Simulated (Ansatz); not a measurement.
Consider the formal exchange of groups at the Al–C bond: `C=C[CH2][AlH][CH3]` + `CO[SiH2]S` → `CO[SiH2][AlH][CH3]` + `C=CCS`.

Isolated molecules relaxed with PBE0-D4/def2-TZVP in Ansatz; ΔE leaves out vibrations. CCSD(T)/CBS adds triple-zeta CCSD(T) − MP2 to the extrapolated MP2 energy (def2 sets, frozen cores). This one scheme is used for every species. Functionals use def2-TZVPP. One conformer a species, not always the lowest.

```tsv
level	ΔE (kJ/mol)
ωB97M-V	148.1
SCS-MP2/def2-QZVPP	139.1
```

(1) What does CCSD(T)/CBS give? (An estimate is asked.)

Largest T1 diagnostic among the species: 0.012.

Results:

(1) Computed: +136.2 kJ/mol. The listed levels differ from it by 11.9, 2.9 kJ/mol.

In def2-TZVPP, CCSD(T) changes the Hartree–Fock value by +19.5 kJ/mol (the triples alone add +4.5 kJ/mol) and MP2 by +37.5 kJ/mol. From PBE to PBE0 (25 % exact exchange), in def2-TZVPP and without D4, ΔE moves by +3.7 kJ/mol.

CCSD(T)/CBS has its own doubt, a few kJ/mol and more with outer-core shells, so smaller differences from it don't rank the levels.
